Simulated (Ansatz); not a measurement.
Molecule: C7H13, net charge 0, doublet state. It need not be the lowest isomer of its formula. 
Geometry from a B3LYP-D3(BJ)/def2-TZVP (Ansatz, a quantum-chemistry and plane-wave program) optimisation:
SMILES: C[C@H]1C[CH][C@@H](C)C1
```xyz
20

C     -2.4666    -0.1241    -0.8018
C     -1.2698    -0.2790     0.1367
C     -0.7841     0.9959     0.7512
C      0.7035     1.0845     0.7442
C      1.1615    -0.3333     0.3365
C      2.5263    -0.3880    -0.3327
C      0.0011    -0.8348    -0.5349
H     -2.7605    -1.0878    -1.2243
H     -2.2235     0.5496    -1.6266
H     -3.3300     0.2875    -0.2750
H     -1.5690    -0.9778     0.9366
H     -1.4407     1.7534     1.1576
H      1.1297     1.4073     1.7003
H      1.0576     1.8161    -0.0005
H      1.1897    -0.9469     1.2440
H      3.3078    -0.0003     0.3246
H      2.5315     0.2113    -1.2472
H      2.7965    -1.4113    -0.6027
H      0.0923    -0.4069    -1.5398
H     -0.0126    -1.9210    -0.6415
```
Charge 0, spin multiplicity 2.

Quantity: atomisation energy (electronic, to ground-state atoms), in kJ/mol. Correlated levels leave the core frozen unless marked. UHF or UKS for open shells. No spin-orbit coupling. Non-relativistic. The coupled-cluster limit lacks core correlation, which all-electron functionals hold. CBS marks a two-point X^-3 extrapolation of the correlation energy; Hartree-Fock from the larger set. [CCSD(T)-MP2]/basis is that difference in the basis named.

| level | program | atomisation energy (kJ/mol) |
|---|---|---|
| BLYP-D4/def2-TZVPD | Ansatz + dftd4 | … |
| revPBE-D3(BJ)/def2-TZVPD | Ansatz + dftd3 | … |
| B97M-V/def2-TZVPD | Ansatz | … |
| PBE0-D4/def2-TZVP | Ansatz + dftd4 | 8255.7 |
| HSE06-D4/def2-TZVPD | Ansatz + dftd4 | 8261.1 |
| wB97X-V/def2-TZVPD | Ansatz | 8177.2 |
| B2PLYP-D3(BJ)/def2-TZVPD | Ansatz + dftd3 | … |
| SCS-MP2/STO-3G | Ansatz | 8543.2 |
| SCS-MP2/6-31G | Ansatz | 7162.4 |
| CCSD/6-31G | Ansatz | 7128.6 |
| RI-MP2/CBS(cc-pVTZ,cc-pVQZ)+[CCSD(T)-MP2]/cc-pVTZ | Ansatz | 8161.0 |

Q: Fill in the missing entries.

A: 
- BLYP-D4/def2-TZVPD, atomisation energy (kJ/mol): 8113.1
- revPBE-D3(BJ)/def2-TZVPD, atomisation energy (kJ/mol): 8141.1
- B97M-V/def2-TZVPD, atomisation energy (kJ/mol): 8172.3
- B2PLYP-D3(BJ)/def2-TZVPD, atomisation energy (kJ/mol): 8094.2
